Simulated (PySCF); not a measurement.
Species: C4H9As.
Bonds: C1–C2, C2–C3, C3–As4, As4–C5, C1–C5. Hydrogens: H6, H7 on C1; H8, H9 on C2; H10, H11 on C3; H12 on As4; H13, H14 on C5.

Lines to be assigned: C 1s: 290.16 (area 2), 290.56 (area 2) eV.

Theory: delta-SCF UKS SCAN, pcX-2 on the ionised atom, pcseg-1 elsewhere, spin-free X2C in PySCF. Isolated species at its PBE0-D3(BJ)/def2-SVP geometry (one conformer only).

(1) Assign the C 1s lines to atoms.

Answers

(1) 290.16 eV: C3/C5 (ring CH2 carbon); 290.56 eV: C1/C2 (ring CH2 carbon). The listed C 1s values span 0.40 eV, from C3/C5 (bonded to C, 2 H and As) to C1/C2 (bonded to 2 C and 2 H). Summing the Pauling electronegativity differences to the bonded atoms, each weighted by its formal bond order, gives -1.07 for the lowest site and -0.70 for the highest.

Bonded neighbours of each site: C1/C2: 2 C and 2 H; C3/C5: C, 2 H and As.

Problem. What is the longest wavelength that can ionise C 1s of C1/C2 vertically?

Solution. λ = hc/E = 12398.42 eV Å / 290.56 eV = 42.671 Å.

Topologically equivalent atoms share the value of their first member; where this conformer doesn't relate them by symmetry, their own values could differ. No level of arsenic is listed.
